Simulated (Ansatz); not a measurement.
The cluster Zr₂O₅H₂. Charge 0, multiplicity 1. Geometry B3LYP-D4/def2-SVP.

```xyz
9

Zr   -1.004   -1.583    1.075
Zr    0.403    1.080   -0.022
O    -0.274    0.116    1.633
O    -0.244    2.902   -0.279
O    -0.832    1.951   -1.265
O    -0.076   -2.937    1.697
O    -0.327   -0.953   -0.783
H     2.200    0.811   -0.559
H     0.155   -1.388   -1.499
```

In the def2 sets Zr takes a core potential; there is no spin–orbit coupling. The structure holds 1 bond(s) between oxygen atoms. Another isomer (singlet) lies 4.63 eV lower at PBE0-D4/def2-TZVP; other spin states weren't run for this one.

(1) Estimate the orbital energies around the gap (eV) in Ansatz with LDA (SPW92)/def2-TZVP, PBE-D4/def2-TZVP, r2SCAN-D4/def2-TZVP, r2SCANh-D4/def2-TZVP, PBE0-D4/def2-TZVP.

Results:

(1) 
```csv
orbital,LDA (SPW92)/def2-TZVP,PBE-D4/def2-TZVP,r2SCAN-D4/def2-TZVP,r2SCANh-D4/def2-TZVP,PBE0-D4/def2-TZVP
HOMO−5,-8.03,-7.75,-8.03,-8.59,-9.23
HOMO−4,-7.85,-7.59,-7.89,-8.47,-9.14
HOMO−3,-7.38,-7.13,-7.44,-8.03,-8.69
HOMO−2,-6.97,-6.72,-6.98,-7.54,-8.19
HOMO−1,-6.37,-6.23,-6.56,-7.07,-7.61
HOMO,-5.70,-5.43,-5.64,-6.19,-6.86
LUMO,-3.95,-3.80,-3.41,-3.21,-3.18
LUMO+1,-3.06,-2.79,-2.55,-2.29,-2.05
LUMO+2,-2.73,-2.45,-2.21,-1.92,-1.63
LUMO+3,-2.30,-1.99,-1.74,-1.44,-1.13
LUMO+4,-2.06,-1.76,-1.51,-1.20,-0.92
LUMO+5,-1.50,-1.28,-0.89,-0.61,-0.45
```
